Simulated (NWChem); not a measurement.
System meant: C3H7NSi; SMILES CC1=NC[SiH2]1

Input file for NWChem:

```
start job
memory heap 200 mb stack 900 mb global 1100 mb
geometry units angstroms noautosym nocenter noautoz
  C      0.380619     2.177040    -0.000212
  C      0.003627     0.734177    -0.000052
  N     -1.229224     0.310655     0.000042
  C     -1.117357    -1.179713     0.001062
  Si     0.796242    -0.999754    -0.000915
  H     -0.529368     2.809809     0.001743
  H      0.999551     2.422272     0.888467
  H      0.996016     2.422948    -0.891178
  H     -1.605642    -1.622800    -0.892429
  H     -1.603211    -1.620814     0.896861
  H      1.571080    -1.438201    -1.220993
  H      1.575603    -1.439966     1.215684
end
basis spherical
  * library def2-svp
end
dft
  xc xtpss03 ctpss03
  iterations 150
end
property
  shielding 9 1 2 3 4 5 6 7 9 11
end
task dft property
```

End of the output:

```
 Vector   26  Occ=0.000000D+00  E= 3.792495D-02
              MO Center=  7.0D-01, -1.1D+00, -8.2D-04, r^2= 5.0D+00
   Bfn.  Coefficient  Atom+Function         Bfn.  Coefficient  Atom+Function
  ----- ------------  ---------------      ----- ------------  ---------------
    67      1.449536   5 Si px               45      1.296274   4 C  s
    68     -0.815031   5 Si py              101     -0.818360  11 H  s
   106     -0.818359  12 H  s                 3      0.580609   1 C  s
    91     -0.465118   9 H  s                96     -0.464896  10 H  s
    22     -0.402521   2 C  py               59      0.374405   5 Si s

 center of mass
 --------------
 x =  -0.05153108 y =  -0.02881499 z =  -0.00038433

 moments of inertia (a.u.)
 ------------------
         517.096157386722          -7.835372135911           0.161100219699
          -7.835372135911         265.050730442442          -0.008108379561
           0.161100219699          -0.008108379561         737.856709880706

     Multipole analysis of the density
     ---------------------------------

     L   x y z        total         alpha         beta         nuclear
     -   - - -        -----         -----         ----         -------
     0   0 0 0     -0.000000    -23.000000    -23.000000     46.000000

     1   1 0 0      0.548697      0.701254      0.701254     -0.853810
     1   0 1 0     -0.144825     -0.167183     -0.167183      0.189541
     1   0 0 1      0.000581      0.009336      0.009336     -0.018090

     2   2 0 0    -30.811737    -87.155252    -87.155252    143.498768
     2   1 1 0      2.382770     -4.347041     -4.347041     11.076852
     2   1 0 1     -0.001292      0.046540      0.046540     -0.094372
     2   0 2 0    -26.848286   -162.918995   -162.918995    298.989704
     2   0 1 1     -0.002038     -0.001358     -0.001358      0.000677
     2   0 0 2    -28.870272    -25.421684    -25.421684     21.973096

          -----------------------------------------
          Chemical Shielding Tensors (GIAO, in ppm)
          -----------------------------------------

 ------------------------------------------------------------------------
  xtpss03: d2 not coded                    0
 ------------------------------------------------------------------------
 ------------------------------------------------------------------------
  current input line :
    27: task dft property
 ------------------------------------------------------------------------
 ------------------------------------------------------------------------
 This error has not yet been assigned to a category
 ------------------------------------------------------------------------
 For more information see the NWChem manual at https://nwchemgit.github.io

0: xtpss03: d2 not coded:Received an Error in Communication
```

Q: Find the fault in this run and fix the input.

A: The program stopped with an error. Cause: this functional's second derivatives, which shieldings need, aren't coded here; the fix takes a hybrid GGA instead. This input runs:
```
start job
memory heap 200 mb stack 900 mb global 1100 mb
geometry units angstroms noautosym nocenter noautoz
  C      0.380619     2.177040    -0.000212
  C      0.003627     0.734177    -0.000052
  N     -1.229224     0.310655     0.000042
  C     -1.117357    -1.179713     0.001062
  Si     0.796242    -0.999754    -0.000915
  H     -0.529368     2.809809     0.001743
  H      0.999551     2.422272     0.888467
  H      0.996016     2.422948    -0.891178
  H     -1.605642    -1.622800    -0.892429
  H     -1.603211    -1.620814     0.896861
  H      1.571080    -1.438201    -1.220993
  H      1.575603    -1.439966     1.215684
end
basis spherical
  C library def2-svp
  N library def2-svp
  Si library def2-svp
  H library def2-svp
end
dft
  xc pbe0
  iterations 150
end
property
  shielding 9 1 2 3 4 5 6 7 9 11
end
task dft property
```
It converges to -462.17657 Ha (PBE0/def2-SVP, GIAO).
